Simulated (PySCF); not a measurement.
Order these species by their calculated properties.

Each SMILES stands for a single optimised conformer of the isolated species, non-relativistic unless stated; the electronic structure was computed with PySCF and density fitting.

The conformers computed, where there is a choice (atom-mapped SMILES and torsion angles):
- `[N:1]#[C:2][SiH2:3][SiH2:4][CH2:5][SiH3:6]`: C2–Si3–Si4–C5 -30°, Si3–Si4–C5–Si6 -60°
- `[OH:1][SiH2:2][Si@H:3]([Cl:4])[CH:5]1[CH2:6][CH2:7]1`: O1–Si2–Si3–Cl4 -178°, Si2–Si3–C5–C6 15°, H–O1–Si2–Si3 178°
- `[F:1][CH2:2][C@H:3]1[CH:4]=[CH:5][CH2:6]1`: F1–C2–C3–C4 -172°
- `[CH2:1]=[CH:2][CH2:3]/[CH:4]=[CH:5]\[F:6]`: C1–C2–C3–C4 118°, C2–C3–C4–C5 120°
- `[F:1][CH2:2][C@@H:3]1[C@H:4]2[CH2:5][C@@H:6]12`: F1–C2–C3–C4 156°
- `[F:1][C@@H:2]([Cl:3])[C@@H:4]1[CH2:5][O:6]1`: F1–C2–C4–C5 170°

The conformers of `C[C@@H]1CO[Si@H](Cl)[SiH2]1` aren't listed.

Task: Rank by HOMO–LUMO gap, lowest first (CAM-B3LYP/def2-SVPD at GFN2-xTB geometries).
A. `O[SiH2][Si@H](Cl)C1CC1`
B. `N#C[SiH2][SiH2]C[SiH3]`
C. `C[Si@H]1OCC(=O)O1`
D. `FC[C@H]1C=CC1`
E. `C[C@@H]1CO[Si@H](Cl)[SiH2]1`
F. `C=CC/C=C\F`

Result: A (9.32 eV), E (9.59 eV), F (9.72 eV), D (10.07 eV), B (10.30 eV), C (10.49 eV).

Task: Give the two extremes of that set in kcal/mol.

Result: `O[SiH2][Si@H](Cl)C1CC1`: 215 kcal/mol; `C[Si@H]1OCC(=O)O1`: 242 kcal/mol.

Task: Rank by lowest triplet excitation (Tamm–Dancoff), highest first (TDA CAM-B3LYP/def2-SVPD at GFN2-xTB geometries).
A. `C[Si@H]1OCC(=O)O1`
B. `C([SiH2][SiH2]C[SiH3])#N`
C. `FC[C@H]1C=CC1`
D. `FC[C@@H]1[C@H]2C[C@@H]12`

Result: D (6.88 eV), B (5.90 eV), A (5.27 eV), C (4.34 eV).

Task: Rank by lowest singlet excitation, lowest first (TDDFT CAM-B3LYP/def2-SVPD at GFN2-xTB geometries).
A. `C[Si@H]1OCC(=O)O1`
B. `FC[C@H]1C=CC1`
C. `C[C@@H]1CO[Si@@H]([SiH2]1)Cl`
D. `N#C[SiH2][SiH2]C[SiH3]`
E. `FC[C@@H]1[C@H]2C[C@@H]12`

Result: A (5.79 eV), C (6.21 eV), D (6.94 eV), B (7.18 eV), E (7.45 eV).

Task: Rank by HOMO energy, highest first (CAM-B3LYP/def2-SVPD at GFN2-xTB geometries).
A. `C=CC/C=C\F`
B. `C1(CO[Si@H](C)O1)=O`
C. `C1[C@@H]2[C@H]1[C@H]2CF`
D. `C[C@@H]1CO[Si@H](Cl)[SiH2]1`
E. `O[SiH2][Si@H](Cl)C1CC1`
F. `N#C[SiH2][SiH2]C[SiH3]`

Result: A (-8.72 eV), C (-8.86 eV), D (-9.00 eV), E (-9.23 eV), B (-9.55 eV), F (-10.16 eV).

Task: By how much do the two ends of that ranking differ?

Result: By 1.44 eV, between `C=CC/C=C\F` and `N#C[SiH2][SiH2]C[SiH3]`.

Task: Rank by smallest rotational constant, highest first (GFN2-xTB).
A. `F[C@@H](Cl)[C@@H]1CO1`
B. `O[SiH2][Si@H](Cl)C1CC1`
C. `N#C[SiH2][SiH2]C[SiH3]`
D. `FC[C@H]1C=CC1`
E. `FC[C@@H]1[C@H]2C[C@@H]12`
F. `C[Si@H]1OCC(=O)O1`
G. `C(C=C)/C=C\F`

Result: D (2.073 GHz), E (1.976 GHz), A (1.554 GHz), G (1.495 GHz), F (1.428 GHz), C (0.889 GHz), B (0.764 GHz).

Task: Rank by electronic spatial extent ⟨r²⟩ about the centre of nuclear charge, highest first (CAM-B3LYP/def2-SVPD at GFN2-xTB geometries).
A. `[C@H]1(CC=C1)CF`
B. `N#C[SiH2][SiH2]C[SiH3]`
C. `C(C=C)/C=C\F`
D. `[C@H]12C[C@@H]2[C@H]1CF`
E. `O[SiH2][Si@H](Cl)C1CC1`
F. `C[Si@H]1OCC(=O)O1`

Result: E (1530 bohr²), B (1383 bohr²), F (868 bohr²), C (780 bohr²), D (621 bohr²), A (590 bohr²).

Task: By how much do the two ends of that ranking differ?

Result: By 940 bohr², between `O[SiH2][Si@H](Cl)C1CC1` and `FC[C@H]1C=CC1`.
